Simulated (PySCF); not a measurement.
## Basis-set dependence of population analyses: `C#[C][AlH2-][NH3+]`

C2H6AlN.
Geometry (PBE0-D3(BJ)/def2-SVP, Å), atoms numbered from 1 in this order:
```
atom  x, y, z in Å
C1     2.5688   -0.4342   -0.1315
C2     1.5117    0.1371    0.0957
Al3   -0.2019    1.0030    0.4318
N4    -1.3713   -0.5390   -0.2760
H5     3.5076   -0.9223   -0.3265
H6    -0.6817    1.0668    1.9569
H7    -0.6172    2.1775   -0.5724
H8    -2.3740   -0.3565   -0.2152
H9    -1.1470   -0.7281   -1.2544
H10   -1.1774   -1.3951    0.2465
```

PBE0 throughout (PySCF), one geometry, spherical d and f functions. Geometry: PBE0-D3(BJ)/def2-SVP; no solvent, vibrations or thermal averaging. Atoms taken as equivalent share a column and are averaged.

Mulliken charges (e):

| basis | functions | C1 | C2 | Al3 | N4 | H5 | H6/H7 | H8/H9/H10 |
| --- | --- | --- | --- | --- | --- | --- | --- | --- |
| STO-3G | 30 | -0.216 | -0.322 | +0.765 | -0.492 | +0.082 | -0.271 | +0.242 |
| 6-31G | 52 | -0.476 | -0.219 | +0.667 | -0.958 | +0.236 | -0.206 | +0.387 |
| pcSseg-0 | 52 | -0.430 | -0.457 | +1.003 | -0.905 | +0.265 | -0.286 | +0.365 |
| 6-31G* | 72 | -0.289 | -0.140 | +0.254 | -0.976 | +0.215 | -0.141 | +0.406 |
| cc-pVDZ | 90 | -0.172 | -0.045 | +0.202 | -0.141 | +0.004 | -0.149 | +0.150 |
| def2-SVP | 90 | -0.311 | -0.069 | +0.491 | -0.241 | +0.030 | -0.206 | +0.171 |
| aug-cc-pVDZ | 150 | +1.040 | -0.619 | -0.274 | -0.284 | -0.379 | +0.083 | +0.117 |
| 6-311+G(2d,p) | 152 | -1.325 | +0.350 | +1.008 | -0.796 | +0.151 | -0.158 | +0.309 |
| def2-TZVP | 166 | -0.220 | -0.280 | +0.303 | -0.556 | +0.165 | -0.140 | +0.289 |
| cc-pVTZ | 208 | -0.124 | -0.261 | +0.158 | -0.124 | +0.146 | -0.142 | +0.163 |
| IGLO-III | 209 | -0.265 | -0.346 | +0.858 | -0.710 | +0.142 | -0.294 | +0.303 |

IAO charges (e):

```tsv
basis	functions	C1	C2	Al3	N4	H5	H6/H7	H8/H9/H10
STO-3G	30	-0.220	-0.405	+0.884	-0.529	+0.134	-0.317	+0.257
6-31G	52	-0.232	-0.347	+0.516	-0.624	+0.190	-0.201	+0.300
pcSseg-0	52	-0.217	-0.358	+0.540	-0.597	+0.181	-0.212	+0.292
6-31G*	72	-0.222	-0.369	+0.581	-0.615	+0.185	-0.221	+0.294
cc-pVDZ	90	-0.232	-0.364	+0.579	-0.609	+0.189	-0.221	+0.293
def2-SVP	90	-0.225	-0.365	+0.598	-0.599	+0.183	-0.231	+0.290
aug-cc-pVDZ	150	-0.244	-0.364	+0.589	-0.626	+0.195	-0.222	+0.298
6-311+G(2d,p)	152	-0.242	-0.373	+0.613	-0.633	+0.195	-0.229	+0.300
def2-TZVP	166	-0.241	-0.374	+0.617	-0.632	+0.195	-0.231	+0.300
cc-pVTZ	208	-0.241	-0.372	+0.608	-0.632	+0.195	-0.228	+0.300
IGLO-III	209	-0.243	-0.374	+0.620	-0.635	+0.196	-0.232	+0.300
```

Hirshfeld charges (e):

```
        basis  functions      C1      C2     Al3      N4      H5   H6/H7  H8/H9/H10
       STO-3G         30  -0.169  -0.253  +0.472  -0.086  +0.053  -0.215     +0.137
        6-31G         52  -0.133  -0.243  +0.316  -0.132  +0.089  -0.189     +0.160
     pcSseg-0         52  -0.133  -0.241  +0.334  -0.127  +0.084  -0.200     +0.161
       6-31G*         72  -0.130  -0.237  +0.302  -0.128  +0.090  -0.190     +0.161
      cc-pVDZ         90  -0.132  -0.238  +0.335  -0.143  +0.085  -0.196     +0.161
     def2-SVP         90  -0.131  -0.237  +0.333  -0.142  +0.084  -0.199     +0.163
  aug-cc-pVDZ        150  -0.134  -0.240  +0.363  -0.170  +0.084  -0.193     +0.161
6-311+G(2d,p)        152  -0.135  -0.245  +0.360  -0.161  +0.086  -0.194     +0.161
    def2-TZVP        166  -0.134  -0.239  +0.347  -0.161  +0.085  -0.193     +0.163
      cc-pVTZ        208  -0.134  -0.238  +0.345  -0.162  +0.085  -0.194     +0.164
     IGLO-III        209  -0.137  -0.237  +0.351  -0.167  +0.083  -0.191     +0.163
```

Some averages cover members that differ in this geometry, most widely: H8/H9/H10, Mulliken in aug-cc-pVDZ +0.079 to +0.137 e.

Task: Which scheme is steadiest as the basis changes?

Result: Largest range over the bases for any column: Hirshfeld 0.17 e, IAO 0.37 e, Mulliken 2.37 e. Hirshfeld charges move least and Mulliken charges most, counted in e. Without the minimal STO-3G basis the ranges are Hirshfeld 0.06, IAO 0.10, Mulliken 2.37 e.

Task: How much do the charges still move between the two largest bases, cc-pVTZ and IGLO-III?

Result: At most, over all atoms: Mulliken 0.700 e, IAO 0.012 e, Hirshfeld 0.005 e.

Task: What do the same runs give for the total energy, the frontier levels and the dipole moment?

Result: 
| basis | energy (Eh) | HOMO (eV) | LUMO (eV) | μ (D) |
| --- | --- | --- | --- | --- |
| STO-3G | -372.0876 | -4.10 | 6.16 | 5.90 |
| 6-31G | -376.6171 | -6.92 | 0.01 | 5.83 |
| pcSseg-0 | -376.1193 | -7.18 | 0.03 | 5.99 |
| 6-31G* | -376.6587 | -6.88 | 0.06 | 5.66 |
| cc-pVDZ | -376.6877 | -7.03 | -0.04 | 5.53 |
| def2-SVP | -376.5105 | -7.08 | -0.03 | 5.64 |
| aug-cc-pVDZ | -376.6990 | -7.19 | -0.98 | 5.29 |
| 6-311+G(2d,p) | -376.7346 | -7.21 | -0.83 | 5.35 |
| def2-TZVP | -376.7467 | -7.19 | -0.42 | 5.41 |
| cc-pVTZ | -376.7461 | -7.17 | -0.34 | 5.40 |
| IGLO-III | -376.7517 | -7.21 | -0.55 | 5.37 |

The dipole is fixed by the density alone, so its range of 0.70 D shows that the density itself changes with the basis, not only its division among atoms.
